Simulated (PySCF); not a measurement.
H3OSi, SMILES [OH+]=[SiH2], charge +1. Atoms are numbered in the order given.

```xyz
5

O      0.1051     1.0281     0.0000
Si    -0.0147    -0.5368     0.0000
H     -0.5805     1.7120     0.0000
H     -1.3261    -1.1930     0.0000
H      1.2722    -1.2285     0.0000
```
Charge +1, spin multiplicity 1.

Geometry optimised at B3LYP-D3(BJ)/def2-TZVP. The isomer is the one that the SMILES or the coordinates give; other isomers of the formula were not compared.

Computed with PySCF with PBE/def2-TZVPD.

Mulliken values depend strongly on the basis, most of all with diffuse functions as here. ESP charges are fitted to the potential on shells at 1.4 to 2.0 van der Waals radii. Atomic charges (e):

| atom | IAO | Mulliken | ESP fit |
|---|---|---|---|
| O1 | -0.65 | -0.21 | [?] |
| Si2 | 1.26 | 0.55 | [?] |
| H3 | 0.44 | 0.38 | [?] |
| H4 | -0.03 | 0.13 | [?] |
| H5 | -0.01 | 0.15 | [?] |

**Question.** Fill in the missing entries. (Estimate from the structure and the level; the computed values follow.)

**Answer.** 
- O1, ESP fit: -0.48
- Si2, ESP fit: 0.97
- H3, ESP fit: 0.47
- H4, ESP fit: 0.00
- H5, ESP fit: 0.05
